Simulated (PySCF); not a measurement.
Si(H)(I)(OH)2 (H3IO2Si), SMILES O[SiH](O)I. Geometry optimised at PBE0-D3(BJ)/def2-SVP. The def2 effective core potentials stand for the cores of I; spin–orbit coupling is left out. One conformer was computed; it need not be the lowest.

Computed equilibrium geometry at PBE0-D3(BJ)/def2-SVP (PySCF confirms it by a frequency run) as Cartesian coordinates in Å (one conformer of several):
```xyz
7

Si    -1.1698    -0.0699     0.7578
O     -2.1720    -0.8774    -0.2790
O     -1.6569     1.4750     1.0687
I      0.9955    -0.0781    -0.3658
H     -1.0617    -0.7245     2.0802
H     -3.0671    -1.0415     0.0375
H     -1.6213     2.1049     0.3412
```
